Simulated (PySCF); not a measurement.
## Computed vibrations of [DyOCl]−

[DyOCl]− (singlet in the valence; each metal's 4f electrons, 10 of them, lie in its core potential, out of spins and levels). PySCF 2.14.0, RKS PBE0, Dy lcecp-0-SVP with ECP56, O def2-SVP, Cl def2-SVP; non-relativistic Hamiltonian with scalar-relativistic core potentials where named; density fitting; no spin-orbit coupling. Central differences of gradients.

```xyz
3

Dy    0.2746    0.0000   -0.2478
O     2.1046    0.0000    0.5691
Cl   -2.2499    0.0000    0.9015
```

Run from Python with OMP_NUM_THREADS=2. Where DIIS fails, smearing, a level shift and second-order steps follow.
It took 13 s on 2 threads of AMD EPYC 9R45 96-Core Processor (Zen 5), on a shared host.

(1) What are the harmonic wavenumbers and infrared intensities?

(2) Is this a minimum?

An lcecp potential fixes the number of 4f electrons, so in runs with it no electron can move into or out of that shell; real Dy(II) is rare or takes another configuration.

Results:

(1) Modes are labelled in Cs; negative numbers are unstable modes, those under 60 cm⁻¹ near the noise; a finer grid moves soft modes by up to 10 cm⁻¹.
```tsv
cm⁻¹	km/mol	symmetry
85	47.3	a'
220	45.1	a'
605	144.4	a'
```

(2) Yes. Ideal gas at 298.15 K and 1 bar: S = 324.3 J/(mol K), Cp = 53.3 J/(mol K), H − H(0 K) = 13.7 kJ/mol (rigid rotor, harmonic modes, spin degeneracy alone, that of the 4f electrons in the core included).
